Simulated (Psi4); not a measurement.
Pair of molecules, SMILES S with SMILES [H][H] (the first has 3 atoms); geometry from B3LYP-D3(BJ)/def2-TZVP, rigid monomers moved along the line of their centres of mass till S1···H4 is 2.86 Å.
(charge 0, multiplicity 1):
```xyz
5

S      0.4991    -0.6680     0.1584
H     -0.8080    -0.9414     0.2976
H      0.2840     0.6572     0.1677
H      0.1922    -0.2248     2.9641
H     -0.0174    -0.0234     3.6504
```

The numbers are results of SAPT0/jun-cc-pV(D+d)Z (Psi4), not measurements.

Question: Which attractive term is largest, and how does the interaction split up?

Answer: electrostatics -55.1, exchange 124.8, induction -22.0, dispersion -28.1, total 19.7 meV; the largest attraction is electrostatics.
